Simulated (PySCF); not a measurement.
C$_{4}$H$_{12}$BeSi (SMILES C[C](C)(C)[Be][SiH3]), singlet, geometry from GFN2-xTB (such geometries of metal compounds can be far from the true shape), atoms displaced at random by about 0.03 Å a coordinate; B3LYP/STO-3G, gradient in PySCF.

Here is a job for PySCF.
```python
from pyscf import gto, scf, dft

mol = gto.Mole()
mol.atom = '''
    Be    0.075966   -0.660357   -0.055604
    C    -0.207322    1.068584    0.139455
    C    -1.610227    1.497491    0.281553
    C     0.683460    1.637393    1.337507
    C     0.368473    1.897325   -1.167326
    H    -1.728371    2.526730    0.382195
    H    -2.053895    1.061346    1.114209
    H    -2.229817    1.205581   -0.579250
    H     0.325703    1.150512    2.190664
    H     1.729129    1.449705    1.239329
    H     0.492140    2.663580    1.323462
    H     1.435201    1.670869   -1.324178
    H    -0.143229    1.526487   -2.039158
    H     0.254052    2.871202   -1.068481
    Si    0.328718   -2.808719   -0.227767
    H     0.550969   -3.363557   -1.643094
    H    -0.781059   -3.655359    0.246398
    H     1.434975   -3.409098    0.515948
'''
mol.basis = 'sto-3g'
mol.charge = 0
mol.spin = 0
mol.verbose = 4
mol.build()

mf = dft.RKS(mol)
mf.xc = 'b3lyp'
mf.grids.level = 1
mf.kernel()
g = mf.nuc_grad_method()
g.grid_response = False
grad = g.kernel()
```

The log (banner, timings and long lists left out):

```
PySCF version 2.14.0

[INPUT] verbose = 4
[INPUT] num. atoms = 18
[INPUT] num. electrons = 54
[INPUT] charge = 0
[INPUT] spin (= nelec alpha-beta = 2S) = 0
[INPUT] symmetry False subgroup None
[INPUT] Mole.unit = angstrom
[INPUT] Symbol           X                Y                Z      unit          X                Y                Z       unit  Magmom
[INPUT]  1 Be     0.075966000000  -0.660357000000  -0.055604000000 AA    0.143554934779  -1.247893874439  -0.105076331430 Bohr   0.0
[INPUT]  2 C     -0.207322000000   1.068584000000   0.139455000000 AA   -0.391781799597   2.019331101092   0.263531756701 Bohr   0.0
[INPUT]  3 C     -1.610227000000   1.497491000000   0.281553000000 AA   -3.042888028380   2.829847864001   0.532058059550 Bohr   0.0
[INPUT]  4 C      0.683460000000   1.637393000000   1.337507000000 AA    1.291552217095   3.094224328280   2.527521919689 Bohr   0.0
[INPUT]  5 C      0.368473000000   1.897325000000  -1.167326000000 AA    0.696313054297   3.585424619290  -2.205926438084 Bohr   0.0
[INPUT]  6 H     -1.728371000000   2.526730000000   0.382195000000 AA   -3.266147831641   4.774827690722   0.722243876178 Bohr   0.0
[INPUT]  7 H     -2.053895000000   1.061346000000   1.114209000000 AA   -3.881299038614   2.005653263403   2.105549855526 Bohr   0.0
[INPUT]  8 H     -2.229817000000   1.205581000000  -0.579250000000 AA   -4.213743437899   2.278217910979  -1.094623857654 Bohr   0.0
[INPUT]  9 H      0.325703000000   1.150512000000   2.190664000000 AA    0.615489467949   2.174152583026   4.139754990944 Bohr   0.0
[INPUT] 10 H      1.729129000000   1.449705000000   1.239329000000 AA    3.267580244043   2.739545411413   2.341992388231 Bohr   0.0
[INPUT] 11 H      0.492140000000   2.663580000000   1.323462000000 AA    0.930009814943   5.033436710869   2.500980716269 Bohr   0.0
[INPUT] 12 H      1.435201000000   1.670869000000  -1.324178000000 AA    2.712136823702   3.157484800026  -2.502333760174 Bohr   0.0
[INPUT] 13 H     -0.143229000000   1.526487000000  -2.039158000000 AA   -0.270663583095   2.884642362709  -3.853450144716 Bohr   0.0
[INPUT] 14 H      0.254052000000   2.871202000000  -1.068481000000 AA    0.480088701398   5.425785428303  -2.019136459301 Bohr   0.0
[INPUT] 15 Si     0.328718000000  -2.808719000000  -0.227767000000 AA    0.621186992215  -5.307709670862  -0.430417250214 Bohr   0.0
[INPUT] 16 H      0.550969000000  -3.363557000000  -1.643094000000 AA    1.041180513125  -6.356201534364  -3.104997656916 Bohr   0.0
[INPUT] 17 H     -0.781059000000  -3.655359000000   0.246398000000 AA   -1.475987597127  -6.907627396964   0.465624737641 Bohr   0.0
[INPUT] 18 H      1.434975000000  -3.409098000000   0.515948000000 AA    2.711709745598  -6.442261551803   0.975000414517 Bohr   0.0

nuclear repulsion = 246.487953408868
number of shells = 32
number of NR pGTOs = 138
number of NR cGTOs = 46
basis = sto-3g
ecp = {}

******** <class 'pyscf.dft.rks.RKS'> ********
method = RKS
initial guess = minao
damping factor = 0
level_shift factor = 0
DIIS = <class 'pyscf.scf.diis.CDIIS'>
diis_start_cycle = 1
diis_space = 8
diis_damp = 0
SCF conv_tol = 1e-09
SCF conv_tol_grad = None
SCF max_cycles = 50
direct_scf = True
direct_scf_tol = 1e-13
XC library pyscf.dft.libxc version 7.1.2
    S. Lehtola, C. Steigemann, M. J. T. Oliveira, and M. A. L. Marques,  SoftwareX 7, 1–5 (2018)
XC functionals = b3lyp
    P. J. Stephens, F. J. Devlin, C. F. Chabalowski, and M. J. Frisch,  J. Phys. Chem. 98, 11623 (1994)
radial grids:
    Treutler-Ahlrichs [JCP 102, 346 (1995); DOI:10.1063/1.469408] (M4) radial grids

becke partition: Becke, JCP 88, 2547 (1988); DOI:10.1063/1.454033
pruning grids: <function nwchem_prune>
grids dens level: 1
symmetrized grids: False
atomic radii adjust function: <function treutler_atomic_radii_adjust>
small_rho_cutoff = 0
Set gradient conv threshold to 3.16228e-05
Initial guess from minao.
tot grids = 61880
init E= -458.436091877088
  HOMO = -0.276125551325031  LUMO = -0.0371704232111467  gap/eV = 6.50230
cycle= 1 E= -458.402756468022  delta_E= 0.0333  |g|= 0.262  |ddm|= 4.82
  HOMO = -0.170304927173419  LUMO = 0.046021918993108  gap/eV = 5.88655
cycle= 2 E= -458.408086472959  delta_E= -0.00533  |g|= 0.228  |ddm|= 0.72
  HOMO = -0.203166473679844  LUMO = 0.0515326166369433  gap/eV = 6.93072
cycle= 3 E= -458.425835637885  delta_E= -0.0177  |g|= 0.024  |ddm|= 0.359
  HOMO = -0.200159389455397  LUMO = 0.0517098982315893  gap/eV = 6.85371
cycle= 4 E= -458.425978749176  delta_E= -0.000143  |g|= 0.0112  |ddm|= 0.0434
  HOMO = -0.201107421886675  LUMO = 0.0511725740953313  gap/eV = 6.86489
cycle= 5 E= -458.426016610357  delta_E= -3.79e-05  |g|= 0.000829  |ddm|= 0.015
  HOMO = -0.201096433271424  LUMO = 0.0512436609765724  gap/eV = 6.86652
cycle= 6 E= -458.426016855358  delta_E= -2.45e-07  |g|= 0.000242  |ddm|= 0.00157
  HOMO = -0.201087727890683  LUMO = 0.0512478784566719  gap/eV = 6.86640
cycle= 7 E= -458.426016874558  delta_E= -1.92e-08  |g|= 2.47e-05  |ddm|= 0.00037
  HOMO = -0.201086634138935  LUMO = 0.0512472353672657  gap/eV = 6.86635
cycle= 8 E= -458.426016874766  delta_E= -2.08e-10  |g|= 7.08e-06  |ddm|= 4.67e-05
  HOMO = -0.201086490996507  LUMO = 0.0512481755977401  gap/eV = 6.86638
Extra cycle  E= -458.426016874773  delta_E= -6.82e-12  |g|= 5.69e-06  |ddm|= 2.04e-05
converged SCF energy = -458.426016874773

******** <class 'pyscf.grad.rks.Gradients'> for <class 'pyscf.dft.rks.RKS'> ********
unit = Eh/Bohr
grid_response = False
--------------- RKS gradients ---------------
         x                y                z
0 Be     0.0044598853    -0.0034400340    -0.0004280856
1 C    -0.0923692824    -0.0003132749     0.0421150326
2 C     0.0386020734     0.0223671260     0.0324404597
3 C     0.0259690509     0.0365725154     0.0441196525
4 C    -0.0208807241     0.1505970698    -0.0117906141
5 H     0.0005375012    -0.0570298808    -0.0054463568
6 H     0.0256028640     0.0230910346    -0.0463048666
7 H    -0.0024083431     0.0015326324     0.0021198608
8 H     0.0116141906     0.0097684802    -0.0492332551
9 H    -0.0252382106     0.0054160769     0.0071745692
10 H     0.0039894544    -0.0506596618    -0.0135413357
11 H     0.0004829214    -0.0026187426    -0.0027345658
12 H     0.0109786262    -0.0013194627     0.0175591895
13 H     0.0183391762    -0.1201627700    -0.0154044387
14 Si    -0.0029100940     0.0318496611     0.0253688869
15 H     0.0050848412    -0.0200925861    -0.0304556657
16 H    -0.0027766871    -0.0148140745     0.0026977524
17 H     0.0008542310    -0.0108990842     0.0017536467
----------------------------------------------
```
